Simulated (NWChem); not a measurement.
System meant: AlHSeCl2; SMILES [Cl][Al]([Cl])[SeH]

NWChem input:

```
start job
memory heap 200 mb stack 900 mb global 1100 mb
geometry units angstroms noautosym nocenter noautoz
  Al     0.002963    -0.540811     0.000000
  Cl     1.816798    -1.598356     0.000000
  Cl    -1.807057    -1.610057     0.000000
  Se     0.058268     1.768098     0.000000
  H     -1.421737     1.849123     0.000000
end
basis spherical
  Al library 6-31g*
  Cl library 6-31g*
  Se library 6-31g*
  H library 6-31g*
end
dft
  xc xtpss03 ctpss03
  iterations 150
end
property
  shielding
end
task dft property
```

End of the output:

```
 Vector   44  Occ=0.000000D+00  E=-3.206537D-02
              MO Center= -2.0D-01,  1.4D+00, -1.9D-09, r^2= 3.8D+00
   Bfn.  Coefficient  Atom+Function         Bfn.  Coefficient  Atom+Function
  ----- ------------  ---------------      ----- ------------  ---------------
    88      1.123577  5 H  s                 68     -0.701551  4 Se s
    69      0.659353  4 Se px                10      0.521039  1 Al s
    65      0.471316  4 Se px                64      0.309748  4 Se s
    12      0.276640  1 Al py                87      0.252153  5 H  s
     7      0.223830  1 Al px                 6     -0.217864  1 Al s

 center of mass
 --------------
 x =   0.03832047 y =   0.15614508 z =   0.00000000

 moments of inertia (a.u.)
 ------------------
        1559.939809766812         -19.056256098846           0.000000000000
         -19.056256098846         827.934909461668           0.000000000000
           0.000000000000           0.000000000000        2387.874719228480

     Multipole analysis of the density
     ---------------------------------

     L   x y z        total         alpha         beta         nuclear
     -   - - -        -----         -----         ----         -------
     0   0 0 0     -0.000000    -41.000000    -41.000000     82.000000

     1   1 0 0     -0.275189     -0.858989     -0.858989      1.442789
     1   0 1 0      0.444718     -0.146979     -0.146979      0.738677
     1   0 0 1      0.000000      0.000000      0.000000      0.000000

     2   2 0 0    -43.489529   -224.871286   -224.871286    406.253044
     2   1 1 0     -1.353866     -2.369213     -2.369213      3.384560
     2   1 0 1      0.000000      0.000000      0.000000      0.000000
     2   0 2 0    -44.352535   -381.087303   -381.087303    717.822072
     2   0 1 1      0.000000      0.000000      0.000000      0.000000
     2   0 0 2    -41.119002    -20.559501    -20.559501      0.000000

          -----------------------------------------
          Chemical Shielding Tensors (GIAO, in ppm)
          -----------------------------------------

 ------------------------------------------------------------------------
  xtpss03: d2 not coded                    0
 ------------------------------------------------------------------------
 ------------------------------------------------------------------------
  current input line :
    23: task dft property
 ------------------------------------------------------------------------
 ------------------------------------------------------------------------
 This error has not yet been assigned to a category
 ------------------------------------------------------------------------
 For more information see the NWChem manual at https://nwchemgit.github.io

0: xtpss03: d2 not coded:Received an Error in Communication
```

### Question
Find the fault in this run and fix the input.

### Answer
The program stopped with an error. Cause: this functional's second derivatives, which shieldings need, aren't coded here; the fix takes a hybrid GGA instead. This input runs:
```
start job
memory heap 200 mb stack 900 mb global 1100 mb
geometry units angstroms noautosym nocenter noautoz
  Al     0.002963    -0.540811     0.000000
  Cl     1.816798    -1.598356     0.000000
  Cl    -1.807057    -1.610057     0.000000
  Se     0.058268     1.768098     0.000000
  H     -1.421737     1.849123     0.000000
end
basis spherical
  * library 6-31g*
end
dft
  xc pbe0
  iterations 150
end
property
  shielding
end
task dft property
```
It converges to -3564.11691 Ha (PBE0/6-31G* (spherical d), GIAO).
